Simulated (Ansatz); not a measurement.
Species: C₂H₇O₂Si, charge 0, multiplicity 2. It need not be the lowest isomer of its formula. SMILES: O[Si]([CH2])(O)C
Coordinates optimised at B3LYP-D3(BJ)/def2-TZVP (Ansatz, a first-principles code):
```xyz
12

C      1.6341    -0.7810    -0.4188
Si     0.0308     0.0060     0.0149
C     -1.4217    -0.6829    -0.9220
O     -0.1061    -0.2426     1.6449
O      0.0226     1.6190    -0.3607
H      2.2329    -1.3268     0.3013
H      2.0457    -0.7509    -1.4220
H     -1.5560    -1.7450    -0.7106
H     -1.2805    -0.5636    -1.9980
H     -2.3417    -0.1595    -0.6500
H     -0.8957     0.0880     2.0803
H      0.7585     2.1464    -0.0386
```
Charge 0, spin multiplicity 2.

Property: atomisation energy (electronic, to ground-state atoms); the coupled-cluster value holds the core correlation from cc-pwCVTZ, in kcal/mol. Valence correlation only, unless marked. UHF or UKS for open shells. No spin-orbit coupling. Non-relativistic. CBS marks a two-point X^-3 extrapolation of the correlation energy; Hartree-Fock from the larger set.

Level to compare with: CCSD(T)/CBS(cc-pV(T+d)Z,cc-pV(Q+d)Z) plus the core term (Ansatz), 1117.3 kcal/mol. It is a level with limits of its own, and the differences hold the functionals' basis error too.

Q: Rank these functionals by how close they come to CCSD(T)/CBS(cc-pV(T+d)Z,cc-pV(Q+d)Z), closest first: BHLYP/def2-TZVPD (Ansatz); r2SCAN/def2-TZVPD (Ansatz); HSE06/def2-TZVPD (Ansatz).

A: r2SCAN/def2-TZVPD (meta-GGA, 1113.2 kcal/mol, difference -4.1), HSE06/def2-TZVPD (screened hybrid, 1102.3 kcal/mol, difference -15.0), BHLYP/def2-TZVPD (global hybrid, 1071.0 kcal/mol, difference -46.3)
